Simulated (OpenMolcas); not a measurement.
## Ions of charge +3 along the 4f row with 6 fluoride ligands in octahedral coordination

| Quantity | Value |
| --- | --- |
| Program | OpenMolcas |
| Method | CASSCF |
| Spin-orbit coupling | RASSI with atomic mean-field integrals over the reference wave functions |

The f shell is active. Anionic complexes are neutralised by point charges behind the ligands. Distances were set from a Shannon-type radius of the metal (high-spin where two are listed) plus a fixed donor radius (F 1.31 Å). Ligand basis ANO-RCC-VDZP, DKH2 Hamiltonian. States (labels of O, the rotations of Oh). Energies in cm-1 above the lowest state or level, χT in cm3 K/mol; under a threefold ground state the first gap can be a small split of the lowest multiplet, not the spin-orbit step. Free-ion χT is g² J(J+1) / 8 for Hund's level.

| Ion | Shell | R (Å) | Metal basis | Outer charge (e at Å behind ligand) | Ground state | First state of that spin | First gap with spin-orbit (degeneracies) | Width of lowest J | χT at 300 K | Free-ion χT |
| --- | --- | --- | --- | --- | --- | --- | --- | --- | --- | --- |
| Ce3+ | 4f1 | 2.32 | ANO-RCC-VDZP | 0.5 at 2.8 | 2A2 | 2T2 633.0 | 913.6 (2, 4) | 914 | 0.419 | 0.804 |
| Pr3+ | 4f2 | 2.3 | ANO-RCC-VDZP | 0.5 at 2.4 | 3T1 | 3T2 554.9 | 325.2 (1, 3) | 932 | 1.296 | 1.600 |
| Nd3+ | 4f3 | 2.29 | ANO-RCC-VDZP | 0.5 at 3.2 | 4A2 | 4T2 184.1 | 128.1 (4, 2) | 394 | 1.552 | 1.636 |
| Pm3+ | 4f4 | 2.28 | ANO-RCC-VDZP | 0.5 at 2.6 | 5T2 | 5A1 1.3 | 294.0 (3, 3) | 304 | 0.914 | 0.900 |
| Sm3+ | 4f5 | 2.27 | ANO-RCC-VDZP | 0.5 at 3.2 | 6T1 | 6E 194.0 | 184.6 (2, 4) | 185 | 0.304 | 0.089 |
| Eu3+ | 4f6 | 2.26 | ANO-RCC-VTZP | 0.5 at 2.4 | 7T1 | 7T2 582.6 | 362.9 (1, 3) |  | 1.353 | 0 |
| Gd3+ | 4f7 | 2.25 | ANO-RCC-VDZP | 0.5 at 2.4 | 8A1 |  |  |  | 7.851 | 7.875 |
| Tb3+ | 4f8 | 2.23 | ANO-RCC-VDZP | 0.5 at 2.4 | 7A2 | 7T2 360.1 | 42.4 (1, 3) | 455 | 11.495 | 11.812 |
| Dy3+ | 4f9 | 2.22 | ANO-RCC-VDZP | 0.5 at 3.2 | 6T1 | 6T2 354.7 | 39.6 (2, 4) | 470 | 13.776 | 14.167 |
| Ho3+ | 4f10 | 2.21 | ANO-RCC-VDZP | 0.5 at 2.6 | 5A2 | 5T2 118.2 | 13.6 (2, 3) | 311 | 13.719 | 14.062 |
| Tm3+ | 4f12 | 2.19 | ANO-RCC-VDZP | 0.5 at 3.2 | 3T1 | 3E 117.6 | 65.0 (1, 3) | 457 | 6.945 | 7.146 |
| Yb3+ | 4f13 | 2.18 | ANO-RCC-VDZP | 0.5 at 2.4 | 2T1 | 2T2 411.5 | 259.5 (2, 4) | 528 | 2.359 | 2.571 |

The rows also differ in their metal basis and outer charges, so part of each step comes from that.

χT departs most from the free-ion value for Eu3+, by +1.353 cm3 K/mol.

Without dynamic correlation the ligand-field splitting of an f shell can come out too small, at times by half (holds for Pr3+; Nd3+; Pm3+; Sm3+; Eu3+; Tb3+; Dy3+; Ho3+; Tm3+; Yb3+). High states are left out of the spin-orbit mixing, which shifts the levels that they would mix with (holds for Nd3+; Pm3+; Sm3+; Eu3+; Tb3+; Dy3+; Ho3+). No quartet enters the spin-orbit mixing, so the splitting and order within the octet and the sextets are unsound, and g values and χT are rough (holds for Gd3+). A group larger than the point group allows holds several states that coincide in this model. No measured value stands beside these numbers; the geometry is a model, was not optimised and need not be the one that this ion takes.
